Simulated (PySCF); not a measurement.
Ionisation energy of Nd³³⁺ by level of theory

Nd³³⁺ [Ar] 3d9 (2D) → Nd³⁴⁺ [Ar] 3d8 (3F), as a difference of total energies. Computed with PySCF 2.14 in an uncontracted even-tempered set (17 s from 5 bohr⁻², ratio 2.5; 11 p from 6.5 bohr⁻², ratio 2.5; 8 d from 6.5 bohr⁻², ratio 2.5; 4 f from 30 bohr⁻², ratio 2.7; 3 g from 45 bohr⁻², ratio 2.7), with no relativity, point nucleus. Correlated levels: outer shells: [Ne] frozen; virtual orbitals above 40 to 60 times the deepest correlated orbital energy dropped. The calculations carry no spin-orbit coupling.

```tsv
method	ionisation energy (eV)
UHF	2235.4
LDA	2236.5
PBE	2235.4
PBE0	2236.0
r2SCAN	2235.0
BHandHLYP	2236.2
TPSSh	2234.7
MP2 (outer shells)	2237.2
SCS-MP2 (outer shells)	2236.9
```

Spin-orbit coupling is strong in these open shells (close to jj coupling). The scalar numbers leave it out and a first-order estimate fails, so it can dominate the gap to the real levels.

All relativistic terms are absent from these numbers, so their closeness to the reference says little about the methods.

For comparison: 2224 ± 5 eV (theoretical estimate listed by NIST; NIST Atomic Spectra Database, ionization energies).
